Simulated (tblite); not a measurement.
C4H10AsOSi (doublet state).
Atom-mapped SMILES: `[CH3:1][AsH:2][Si@H:3]1[CH:4][CH2:5][CH2:6][O:7]1` (hydrogens: H8, H9, H10 on C1; H11 on As2; H12 on Si3; H13 on C4; H14, H15 on C5; H16, H17 on C6)

Computed with GFN2-xTB (tblite), gas phase: L-BFGS steps from a force-field or distance-geometry start until the largest atomic force falls under 0.01 eV/Å.

Step 8: E = -592.7971 eV
```
atom  x, y, z in Å  |  force x, y, z in eV/Å
C1      3.3341    0.3860    0.5528    0.345   0.474   0.031
As2     2.0861   -1.1176    0.8014   -0.442   0.144   0.254
Si3     0.0715   -0.4358   -0.2081   -0.286   0.456   0.128
C4     -1.4796   -1.2396    0.3935    0.045  -0.122  -0.038
C5     -2.5164   -0.1948    0.5333   -0.283  -0.309  -0.047
C6     -1.8418    1.1793    0.4280    0.117   0.317  -0.080
O7     -0.4559    1.0810    0.2693    0.361  -0.656  -0.219
H8      3.9993    0.3871    1.4285   -0.051   0.073  -0.179
H9      2.8177    1.3501    0.5475   -0.031  -0.169   0.015
H10     3.9746    0.3454   -0.3387   -0.322  -0.164   0.187
H11     2.4990   -1.8351   -0.4225   -0.007  -0.214  -0.380
H12    -0.1068   -0.5288   -1.6891    0.353   0.108   0.008
H13    -1.7839   -2.2706    0.3098   -0.045   0.058   0.181
H14    -3.1136   -0.2872    1.4520    0.223  -0.001   0.000
H15    -3.2430   -0.3462   -0.2870    0.092   0.231   0.134
H16    -1.9976    1.8203    1.3048   -0.126  -0.227   0.053
H17    -2.2507    1.7186   -0.4357    0.054   0.001  -0.051
```

Step 9: E = -592.8427 eV
```
atom  x, y, z in Å  |  force x, y, z in eV/Å
C1      3.3362    0.3898    0.5592    0.122   0.286   0.021
As2     2.0747   -1.1042    0.8095   -0.378   0.041   0.336
Si3     0.0644   -0.4390   -0.2017   -0.087   0.243  -0.052
C4     -1.4866   -1.2514    0.3810    0.009  -0.034  -0.146
C5     -2.5197   -0.2021    0.5165   -0.112  -0.067   0.039
C6     -1.8324    1.1788    0.4219    0.081   0.065  -0.078
O7     -0.4454    1.0697    0.2616    0.121  -0.388  -0.088
H8      4.0089    0.3903    1.4249   -0.046   0.124  -0.113
H9      2.8007    1.3372    0.5411    0.013   0.032   0.072
H10     3.9549    0.3340   -0.3384   -0.176  -0.134   0.047
H11     2.4730   -1.8044   -0.4236    0.027  -0.292  -0.412
H12    -0.0712   -0.5096   -1.6893    0.302   0.064   0.036
H13    -1.7809   -2.2876    0.3437   -0.055   0.086   0.141
H14    -3.0892   -0.3048    1.4453    0.092   0.045   0.147
H15    -3.2754   -0.3259   -0.2805    0.197   0.154   0.067
H16    -1.9808    1.8136    1.3025   -0.152  -0.229   0.095
H17    -2.2382    1.7276   -0.4341    0.042   0.004  -0.111
```

Step 10: E = -592.8667 eV
```
atom  x, y, z in Å  |  force x, y, z in eV/Å
C1      3.3385    0.3964    0.5637   -0.111   0.053   0.017
As2     2.0616   -1.0954    0.8184   -0.191  -0.057   0.169
Si3     0.0590   -0.4379   -0.1998    0.077  -0.078  -0.176
C4     -1.4905   -1.2586    0.3725   -0.024   0.063  -0.201
C5     -2.5224   -0.2066    0.5081    0.070   0.096   0.107
C6     -1.8257    1.1786    0.4172    0.017  -0.112  -0.051
O7     -0.4385    1.0582    0.2563   -0.096  -0.004   0.050
H8      4.0141    0.3945    1.4215   -0.001   0.151  -0.026
H9      2.7914    1.3317    0.5389    0.020   0.189   0.089
H10     3.9409    0.3250   -0.3377   -0.078  -0.108  -0.059
H11     2.4591   -1.7935   -0.4315   -0.019  -0.225  -0.223
H12    -0.0456   -0.4978   -1.6885    0.263   0.037   0.023
H13    -1.7805   -2.2952    0.3644   -0.061   0.056   0.114
H14    -3.0740   -0.3135    1.4444    0.021   0.066   0.202
H15    -3.2895   -0.3117   -0.2759    0.184   0.090  -0.003
H16    -1.9747    1.8053    1.3031   -0.127  -0.213   0.081
H17    -2.2303    1.7325   -0.4353    0.055  -0.003  -0.114
```

Problem. Estimate the geometry and energy of step 11. (The exact step hangs on the optimiser's Hessian estimate; all steps are aligned on step 10, rigid shifts and turns removed.)

Solution. E = -592.8807 eV, largest force 0.307 eV/Å
```
atom  x, y, z in Å  |  force x, y, z in eV/Å
C1      3.3380    0.4011    0.5663   -0.220  -0.075   0.009
As2     2.0514   -1.0921    0.8249   -0.028  -0.112   0.003
Si3     0.0570   -0.4383   -0.2018    0.131  -0.205  -0.188
C4     -1.4926   -1.2611    0.3650   -0.043   0.077  -0.206
C5     -2.5229   -0.2079    0.5061    0.140   0.149   0.126
C6     -1.8223    1.1774    0.4140   -0.036  -0.155  -0.015
O7     -0.4363    1.0520    0.2544   -0.148   0.170   0.105
H8      4.0167    0.3995    1.4192    0.012   0.149   0.013
H9      2.7872    1.3324    0.5395    0.024   0.239   0.083
H10     3.9321    0.3183   -0.3381   -0.056  -0.084  -0.083
H11     2.4520   -1.7928   -0.4393   -0.064  -0.145  -0.044
H12    -0.0278   -0.4914   -1.6879    0.238   0.025  -0.024
H13    -1.7816   -2.2975    0.3765   -0.056   0.045   0.099
H14    -3.0658   -0.3162    1.4475    0.007   0.072   0.184
H15    -3.2926   -0.3028   -0.2735    0.140   0.050  -0.030
H16    -1.9744    1.7968    1.3047   -0.102  -0.181   0.054
H17    -2.2253    1.7347   -0.4379    0.062  -0.019  -0.086
```

The energy changes by -0.0140 eV. The first-order estimate −F·Δx gives -0.0181 eV and the mean of the old and new forces, exact on a quadratic surface, -0.0141 eV. The step makes an angle of 54° with the force vector and moves no atom by more than 0.019 Å.

What follows is the cost of the whole relaxation. On Arm Neoverse V2, one thread, on a shared host, this took 0.92 s.
